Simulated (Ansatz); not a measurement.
Ansatz (a first-principles code) input (B3LYP/LANL2DZ): The .json file is the Basis Set Exchange's LANL2DZ.

Ansatz 0.2 input:
```yaml
crystal:
  periodic: [false, false, false]
  atoms:
    - {symbol: N, position_ang: [-0.98707337, 0.12204602, 0.64401714]}
    - {symbol: C, position_ang: [0.04891004, -0.01595210, -0.06065348]}
    - {symbol: O, position_ang: [1.06980571, -0.08380837, -0.55735061]}
    - {symbol: H, position_ang: [-1.94239235, -0.08814256, 0.31460582]}
basis:
  gaussian:
    orbitals: LANL2DZ.json
hamiltonian:
  xc: {name: B3LYP}
total_charge: 1
magnetization: {spin_polarized: true, initial_magnetization: 1}
relax: {f_tol: 0.003, max_steps: 120}
```

Output:

```
WARN ansatz: RAYON_NUM_THREADS=1 ignored (pool sized by the plan → 1); use --threads N
Functional definition: B3LYP
integrals: 0.01 GiB planned
473 factors; integrals over basis functions are off by at most 4.8e-5 eV
mean field: 0.10 GiB planned
mean field evaluation 1: about -4569.8744 eV, gradient 4.3e1 eV
mean field evaluation 2: about -4543.4549 eV, gradient 9.0e1 eV
mean field evaluation 4: about -4576.9997 eV, gradient 6.7e0 eV
mean field evaluation 8: about -4577.2740 eV, gradient 1.8e-1 eV
mean field evaluation 16: about -4577.2744 eV, gradient 1.5e-5 eV
mean field -4577.27442845 eV, -168.2117326575 hartree, gradient 1.5e-5 eV, S^2 0.768592; 1 other end points of the search recorded, 0 dependent functions left out
the calculation of the forces begins
reference -4577.27456798 eV, -168.2117377850 hartree; 11, 10 occupied and 18, 19 virtual orbitals, 473 factors
relax step   1: F+E_penalty+E_count = -4577.27442845 eV  Δ(F+E_penalty+E_count) = +0.000e0 eV  max|allowed force component| = 3.923e0 eV/Å  Δτ_max = 0.0000 Å  (42 SCF iters, accepted)
these checks for a lower state are left out or cut short: starts, cluster_reference, orbital_swaps, neighbouring_geometries, increment
integrals: 0.01 GiB planned
473 factors; integrals over basis functions are off by at most 4.8e-5 eV
mean field: 0.10 GiB planned
mean field -4577.38690430 eV, -168.2158660687 hartree, gradient 8.8e-6 eV, S^2 0.773508; 0 other end points of the search recorded, 0 dependent functions left out
the calculation of the forces begins
reference -4577.38704402 eV, -168.2158712035 hartree; 11, 10 occupied and 18, 19 virtual orbitals, 473 factors
relax step   2: F+E_penalty+E_count = -4577.38690430 eV  Δ(F+E_penalty+E_count) = -1.125e-1 eV  max|allowed force component| = 5.637e-1 eV/Å  Δτ_max = 0.0443 Å  (40 SCF iters, accepted)
these checks for a lower state are left out or cut short: starts, cluster_reference, orbital_swaps, neighbouring_geometries, increment
integrals: 0.01 GiB planned
473 factors; integrals over basis functions are off by at most 4.8e-5 eV
mean field: 0.10 GiB planned
mean field evaluation 32: about -4577.3577 eV, gradient 8.0e-3 eV
mean field -4577.40145560 eV, -168.2164008191 hartree, gradient 2.4e-5 eV, S^2 0.774953; 0 other end points of the search recorded, 0 dependent functions left out
the calculation of the forces begins
reference -4577.40159487 eV, -168.2164059372 hartree; 11, 10 occupied and 18, 19 virtual orbitals, 473 factors
relax step   3: F+E_penalty+E_count = -4577.40145560 eV  Δ(F+E_penalty+E_count) = -1.455e-2 eV  max|allowed force component| = 6.127e-1 eV/Å  Δτ_max = 0.0232 Å  (51 SCF iters, accepted)
these checks for a lower state are left out or cut short: starts, cluster_reference, orbital_swaps, neighbouring_geometries, increment
integrals: 0.01 GiB planned
473 factors; integrals over basis functions are off by at most 4.9e-5 eV
mean field: 0.10 GiB planned
mean field -4577.44261421 eV, -168.2179133703 hartree, gradient 1.1e-5 eV, S^2 0.777578; 0 other end points of the search recorded, 0 dependent functions left out
the calculation of the forces begins
reference -4577.44275166 eV, -168.2179184214 hartree; 11, 10 occupied and 18, 19 virtual orbitals, 473 factors
relax step   4: F+E_penalty+E_count = -4577.44261421 eV  Δ(F+E_penalty+E_count) = -4.116e-2 eV  max|allowed force component| = 2.398e-1 eV/Å  Δτ_max = 0.0802 Å  (48 SCF iters, accepted)
these checks for a lower state are left out or cut short: starts, cluster_reference, orbital_swaps, neighbouring_geometries, increment
integrals: 0.01 GiB planned
473 factors; integrals over basis functions are off by at most 4.9e-5 eV
mean field: 0.10 GiB planned
mean field -4577.46004679 eV, -168.2185540056 hartree, gradient 5.2e-6 eV, S^2 0.779885; 0 other end points of the search recorded, 0 dependent functions left out
the calculation of the forces begins
reference -4577.46018511 eV, -168.2185590888 hartree; 11, 10 occupied and 18, 19 virtual orbitals, 473 factors
relax step   5: F+E_penalty+E_count = -4577.46004679 eV  Δ(F+E_penalty+E_count) = -1.743e-2 eV  max|allowed force component| = 7.567e-1 eV/Å  Δτ_max = 0.1177 Å  (49 SCF iters, accepted)
these checks for a lower state are left out or cut short: starts, cluster_reference, orbital_swaps, neighbouring_geometries, increment
integrals: 0.01 GiB planned
473 factors; integrals over basis functions are off by at most 5.1e-5 eV
mean field: 0.10 GiB planned
mean field evaluation 64: about -4577.4641 eV, gradient 8.3e-6 eV
mean field -4577.46409756 eV, -168.2187028686 hartree, gradient 8.3e-6 eV, S^2 0.780774; 0 other end points of the search recorded, 0 dependent functions left out
the calculation of the forces begins
reference -4577.46423599 eV, -168.2187079560 hartree; 11, 10 occupied and 18, 19 virtual orbitals, 473 factors
relax step   6: F+E_penalty+E_count = -4577.46409756 eV  Δ(F+E_penalty+E_count) = -4.051e-3 eV  max|allowed force component| = 6.222e-1 eV/Å  Δτ_max = 0.0346 Å  (58 SCF iters, accepted)
these checks for a lower state are left out or cut short: starts, cluster_reference, orbital_swaps, neighbouring_geometries, increment
integrals: 0.01 GiB planned
473 factors; integrals over basis functions are off by at most 5.4e-5 eV
mean field: 0.10 GiB planned
mean field -4577.47524136 eV, -168.2191123960 hartree, gradient 8.2e-6 eV, S^2 0.781170; 0 other end points of the search recorded, 0 dependent functions left out
the calculation of the forces begins
reference -4577.47537994 eV, -168.2191174886 hartree; 11, 10 occupied and 18, 19 virtual orbitals, 473 factors
relax step   7: F+E_penalty+E_count = -4577.47524136 eV  Δ(F+E_penalty+E_count) = -1.114e-2 eV  max|allowed force component| = 5.682e-2 eV/Å  Δτ_max = 0.1075 Å  (52 SCF iters, accepted)
these checks for a lower state are left out or cut short: starts, cluster_reference, orbital_swaps, neighbouring_geometries, increment
integrals: 0.01 GiB planned
473 factors; integrals over basis functions are off by at most 5.4e-5 eV
mean field: 0.10 GiB planned
mean field evaluation 96: about -4577.4739 eV, gradient 2.5e-1 eV
mean field -4577.47535685 eV, -168.2191166401 hartree, gradient 1.9e-6 eV, S^2 0.781506; 0 other end points of the search recorded, 0 dependent functions left out
the calculation of the forces begins
reference -4577.47549525 eV, -168.2191217260 hartree; 11, 10 occupied and 18, 19 virtual orbitals, 473 factors
relax step   8: F+E_penalty+E_count = -4577.47535685 eV  Δ(F+E_penalty+E_count) = -1.155e-4 eV  max|allowed force component| = 1.019e-1 eV/Å  Δτ_max = 0.0202 Å  (163 SCF iters, accepted)
these checks for a lower state are left out or cut short: starts, cluster_reference, orbital_swaps, neighbouring_geometries, increment
integrals: 0.01 GiB planned
473 factors; integrals over basis functions are off by at most 5.4e-5 eV
mean field: 0.10 GiB planned
mean field evaluation 128: about -4577.4755 eV, gradient 2.6e-3 eV
mean field -4577.47548514 eV, -168.2191213544 hartree, gradient 4.9e-6 eV, S^2 0.781290; 0 other end points of the search recorded, 0 dependent functions left out
the calculation of the forces begins
reference -4577.47562350 eV, -168.2191264392 hartree; 11, 10 occupied and 18, 19 virtual orbitals, 473 factors
relax step   9: F+E_penalty+E_count = -4577.47548514 eV  Δ(F+E_penalty+E_count) = -1.283e-4 eV  max|allowed force component| = 1.274e-3 eV/Å  Δτ_max = 0.0017 Å  (179 SCF iters, accepted)
integrals: 0.01 GiB planned
473 factors; integrals over basis functions are off by at most 5.4e-5 eV
mean field: 0.10 GiB planned
mean field evaluation 160: about -4577.4755 eV, gradient 3.0e-2 eV
mean field -4577.47548757 eV, -168.2191214439 hartree, gradient 3.4e-10 eV, S^2 0.781291; 2 other end points of the search recorded, 0 dependent functions left out
the calculation of the forces begins
reference -4577.47562592 eV, -168.2191265283 hartree; 11, 10 occupied and 18, 19 virtual orbitals, 473 factors
Total energy: -4577.47562592 eV, -168.2191265283 hartree
Atom 0 at    -1.068473    -0.007684     0.291459 Å, force    -0.001279     0.000019     0.000432 eV/Å
Atom 1 at     0.074774    -0.023993    -0.091581 Å, force     0.000120     0.000031     0.000055 eV/Å
Atom 2 at     1.221576    -0.040342    -0.475784 Å, force     0.000486    -0.000029    -0.000226 eV/Å
Atom 3 at    -2.038627     0.006162     0.616525 Å, force     0.000673    -0.000022    -0.000261 eV/Å
Dipole moment:    -0.803221     0.011456     0.269111 e Å
```

The dipole moment of an ion depends on the origin.
